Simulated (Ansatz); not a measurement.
K₄Na₄ (the lowest singlet isomer of a short search). Charge 0, multiplicity 1. Geometry B3LYP/def2-SVP, basis def2-TZVP, Ansatz.

```xyz
8

Na    1.8037    2.3883    1.6068
Na    2.8137   -1.2166    1.4698
Na   -0.5051   -0.2371    2.2936
Na   -1.3363   -0.2448   -2.9948
K     0.1757   -3.0859   -0.5693
K    -3.7256   -1.0816    0.4903
K     2.2454    0.7209   -1.9821
K    -1.4715    2.7567   -0.3143
```

```json
{"run": "A", "HOMO (eV)": "-2.73", "LUMO (eV)": "-1.51"}
{"run": "B", "HOMO (eV)": "-2.96", "LUMO (eV)": "-1.35"}
{"run": "C", "HOMO (eV)": "-2.59", "LUMO (eV)": "-1.64"}
{"run": "D", "HOMO (eV)": "-2.63", "LUMO (eV)": "-1.74"}
{"run": "E", "HOMO (eV)": "-2.87", "LUMO (eV)": "-1.40"}
```

B3LYP takes the VWN-RPA correlation. The structure comes from a short search, and lower isomers may exist.

**Question.** The runs used B3LYP, PBE, PBE0, r2SCAN, r2SCANh. Estimate which is which.

**Answer.** A r2SCANh (10 % exact exchange); B PBE0 (25 % exact exchange); C r2SCAN (0 % exact exchange); D PBE (0 % exact exchange); E B3LYP (20 % exact exchange). Exact exchange lowers occupied and raises empty levels; among semilocal functionals meta-GGAs tend to open the gap a little, and such runs are hard to tell apart. The gap grows from 0.89 eV (PBE) to 1.61 eV (PBE0). The restricted singlet is unstable towards broken spin symmetry in Hartree–Fock (as tested in another run); at r2SCANh/def2-TZVP, PBE0/def2-TZVP, r2SCAN/def2-TZVP, PBE/def2-TZVP and others this wasn't settled.
